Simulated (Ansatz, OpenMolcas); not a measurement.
# GeSe (Germanium monoselenide): methods side by side

GeSe: 2 atoms, total charge 0, spin state singlet. As SMILES, `[Ge-]#[Se+]`. Geometry: the measured bond length.

```jsonl
{"atom": "Ge", "x (Å)": "0.0000", "y (Å)": "0.0000", "z (Å)": "0.0000"}
{"atom": "Se", "x (Å)": "0.0000", "y (Å)": "0.0000", "z (Å)": "2.1346"}
```

Each level gives the vertical ionisation energy (to the doublet cation) (eV). The values are calculated.

```json
{"level": "HF/aug-cc-pVTZ", "kind": "Hartree–Fock", "program": "Ansatz", "value (eV)": "8.54", "CPU time (all runs)": "40 s"}
{"level": "SVWN5/aug-cc-pVTZ", "kind": "LDA", "program": "OpenMolcas", "value (eV)": "10.14", "CPU time (all runs)": "1.7 min"}
{"level": "PBE/aug-cc-pVTZ", "kind": "GGA", "program": "Ansatz", "value (eV)": "9.83", "CPU time (all runs)": "70 s"}
{"level": "r2SCAN/aug-cc-pVTZ", "kind": "meta-GGA", "program": "Ansatz", "value (eV)": "9.90", "CPU time (all runs)": "4.6 min"}
{"level": "B3LYP/aug-cc-pVTZ", "kind": "global hybrid", "program": "Ansatz", "value (eV)": "9.82", "CPU time (all runs)": "1.9 min"}
{"level": "HSE06/aug-cc-pVTZ", "kind": "range-separated hybrid", "program": "Ansatz", "value (eV)": "9.77", "CPU time (all runs)": "1.8 min"}
{"level": "PBE-QIDH/aug-cc-pVTZ", "kind": "double hybrid", "program": "Ansatz", "value (eV)": "9.90", "CPU time (all runs)": "1.7 min"}
{"level": "RPA@PBE/aug-cc-pVTZ", "kind": "RPA", "program": "Ansatz", "value (eV)": "10.00", "CPU time (all runs)": "1.8 min"}
```

All-electron rows without a relativistic Hamiltonian named are non-relativistic. The values span 8.54 to 10.14 eV. Times are those of the runs behind each value, whatever else they computed, on shared processors of several kinds: orders of magnitude only.
